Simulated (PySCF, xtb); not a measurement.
C2H6N, SMILES C[CH]N, multiplicity 2. Other conformers were not sampled.

Harmonic wavenumbers (cm⁻¹) from GFN2-xTB run with xtb at its own minimum, in rising order: 127, 290, 385, 551, 788, 964, 979, 1030, 1180, 1252, 1370, 1408, 1477, 1490, 1510, 2852, 2987, 3023, 3089, 3389, 3448.

What does PBE-D3(BJ)/def2-TZVP (PySCF) give at its own minimum? (Estimate from the structure and the level; the computed values follow.)

190, 324, 382, 552, 694, 915, 966, 990, 1171, 1251, 1346, 1400, 1415, 1439, 1590, 2852, 2939, 3042, 3105, 3417, 3526. Paired by order, the mean absolute difference is 34 cm⁻¹ and the zero-point energies are 48.0 and 47.9 kcal/mol.
